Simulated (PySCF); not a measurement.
Compound: C5H6F2O.
Structure used (GFN2-xTB), in Å, numbered top down from 1:
```
atom  x, y, z in Å
C1    -2.9548   -0.1272    0.1348
C2    -1.6329   -0.2545    0.1794
C3    -0.7219    0.8143   -0.1587
C4     0.6053    0.7074   -0.1292
O5     1.2341   -0.4613    0.2630
C6     2.5539   -0.5534    0.0297
F7     3.0959   -1.3943    0.9213
F8     2.8055   -1.0971   -1.1916
H9    -3.6124   -0.9399    0.3890
H10   -3.4231    0.7985   -0.1579
H11   -1.1731   -1.1862    0.4750
H12   -1.1467    1.7621   -0.4531
H13    1.2685    1.5213   -0.3952
H14    3.1009    0.4099    0.0714
```

A PySCF run (density fitting, gas phase, GFN2-xTB geometry) gave HOMO -7.63 eV, LUMO -0.06 eV, dipole 2.72 D and E = -468.834 Eh.

Question: Which of these levels was it?
A. wB97X-D/def2-SVPD
B. BHandHLYP/aug-cc-pVDZ
C. B97-2/IGLO-II
D. PBE0/pcSseg-1
E. LDA/6-31G*

Answer: B. It is BHandHLYP/aug-cc-pVDZ. All candidates on this geometry:

| level and settings | kind | basis functions | SCF cycles | E (Eh) | HOMO (eV) | LUMO (eV) | dipole (D) |
| --- | --- | --- | --- | --- | --- | --- | --- |
| LDA/6-31G* | LDA | 124 | 16 | -465.3926 | -5.46 | -1.61 | 2.14 |
| B97-2/IGLO-II, grid level 3, damping 0.1 at the start, DIIS from the seventh cycle | global hybrid | 212 | 19 | -468.9834 | -6.47 | -0.98 | 2.61 |
| PBE0/pcSseg-1 | global hybrid | 166 | 14 | -468.4622 | -6.75 | -0.94 | 2.63 |
| BHandHLYP/aug-cc-pVDZ | global hybrid | 238 | 13 | -468.8341 | -7.63 | -0.06 | 2.72 |
| wB97X-D/def2-SVPD | range-separated hybrid | 217 | 14 | -468.5354 | -8.56 | 0.71 | 2.64 |

The nearest other candidate, by the summed differences of HOMO and LUMO, is wB97X-D/def2-SVPD: its HOMO differs by -0.93 eV and its LUMO by +0.77 eV. wB97X-D ran without the empirical dispersion term, which would shift the total energy alone. Cycle counts include a coarse-grid stage where the run had one. All basis functions are spherical, in the Pople sets too.
